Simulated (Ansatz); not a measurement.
A structure drawn as `CC[SiH2][SbH2]`, with this starting geometry:

```xyz
13

C     1.3258   -0.8320   -0.5707
C     0.3973    0.1035   -1.2112
Si   -0.6247    1.0005    0.0567
Sb   -2.1507   -0.4981    1.3238
H     1.9197   -1.4103   -1.3169
H     2.0258   -0.3686    0.1726
H     0.7498   -1.6252    0.0328
H    -0.3033   -0.3998   -1.8708
H     1.0335    0.8526   -1.7778
H    -1.4239    2.0517   -0.6219
H     0.2969    1.7023    1.0135
H    -2.4780    0.6724    2.5288
H    -0.7683   -1.2490    2.2410
```

Charge 0, multiplicity 1. Sb takes the def2 core potential.

**Question.** Does it keep its bonds when Ansatz relaxes it at PBE-D4/def2-SVP and then PBE0-D4/def2-TZVP?

**Answer.** Yes, every drawn bond is still there and no new one forms.

**Question.** Give the relaxed structure. (Estimate.)

**Answer.** Ansatz gave: 
Z-matrix (Å, degrees):
```
C
C 1 1.525
H 1 1.093 2 111.5
H 1 1.093 2 111.5 3 120.2
H 1 1.093 2 111.6 3 -120.0
Si 2 1.881 1 113.8 3 -178.2
H 2 1.095 1 110.5 3 59.8
H 2 1.096 1 110.4 3 -57.3
Sb 6 2.579 2 110.2 1 -60.5
H 6 1.490 2 110.3 1 -178.6
H 6 1.490 2 110.1 1 62.1
H 9 1.708 6 90.9 2 171.2
H 9 1.709 6 91.8 2 79.7
```
No frequency check was run.

Atoms count as bonded under 1.1 times the sum of their covalent radii (H–H under 0.85 Å, pairs among N, O and F under 1.55 Å), and a drawn bond as lost past 1.3 times.
